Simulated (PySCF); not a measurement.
Geometries of 2 isomers of F3H3InP, from PBE0-D3(BJ)/def2-SVP geometry optimisation, gas phase, def2 core potentials past Kr (PySCF 2.14.0). One conformer each, no zero-point energy, no frequencies.

Question: Which isomer lies lower at this level?
A.
```xyz
8
angstrom
In    -0.009    0.010   -1.506
P      0.007   -0.009    1.223
H      0.720    1.020    1.884
H      0.552   -1.144    1.867
H     -1.238    0.083    1.889
F      1.926    0.000   -1.786
F     -0.964    1.695   -1.778
F     -0.993   -1.655   -1.792
```
B.
```xyz
8
angstrom
In    -0.016    0.054   -1.696
P      0.021   -0.041    1.174
F     -1.366    0.023    1.932
F      0.787    1.092    1.970
F      0.634   -1.305    1.901
H      1.713    0.026   -1.812
H     -0.853    1.573   -1.674
H     -0.921   -1.421   -1.795
```

Answer: A. That is In(PH3)F3, `[F][In]([F])([F])<-[PH3]`, 18.7 kcal/mol below the other.

```
                       SMILES  atoms numbered as above      E (Eh)  relative (kcal/mol)  relative (kJ/mol)  dipole (D)
     [F][In]([F])([F])<-[PH3]                        –  -832.12734                  0.0                0.0        6.41
[H][In]([H])([H])<-[P](F)(F)F                        –  -832.09761                 18.7               78.1        0.59
```
